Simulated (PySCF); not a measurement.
SiBrCl₃, SMILES Cl[Si](Br)(Cl)Cl. Atoms are numbered in the order given.

```xyz
5

Cl    -1.6749    -0.9670     1.1137
Si     0.0000     0.0000     0.4206
Cl     1.6749    -0.9670     1.1137
Cl     0.0000     1.9340     1.1137
Br     0.0000     0.0000    -1.7910
```

Geometry: PBE-D3(BJ)/def2-SVP.

Level of theory: PySCF with TDA-CAM-B3LYP/def2-SVPD.

Vertical excitations; the highest root listed may be one member of a degenerate set.  State labels are in the subgroup Cs.

Computed lowest excited states:
```csv
state,symmetry,energy (eV),λ (nm),f,main pairs
S1,A',6.44,193,0.007,HOMO→LUMO (degenerate set)
S2,A",6.44,193,0.007,HOMO−1→LUMO (degenerate set)
S3,A",7.05,176,0.000,HOMO−2→LUMO 91 %
S4,A",7.58,164,0.028,HOMO−5→LUMO (degenerate set)
S5,A',7.58,164,0.028,HOMO−4→LUMO (degenerate set)
S6,A',7.76,160,0.123,HOMO−3→LUMO 86 %
S7,A',7.93,156,0.029,HOMO−7→LUMO (degenerate set)
S8,A",7.93,156,0.029,HOMO−6→LUMO (degenerate set)
S9,A",8.07,154,0.000,"HOMO−1→LUMO+2 45 %, HOMO→LUMO+3 45 %"
S10,A',8.19,151,0.000,"HOMO→LUMO+2 36 %, HOMO−1→LUMO+3 36 %, HOMO−7→LUMO 11 %"
T1,A',5.93,209,0,HOMO→LUMO (degenerate set)
T2,A",5.93,209,0,HOMO−1→LUMO (degenerate set)
T3,A",6.62,187,0,HOMO−2→LUMO 85 %
T4,A',6.89,180,0,HOMO−3→LUMO 80 %
```
Triplets are in the Tamm–Dancoff approximation.
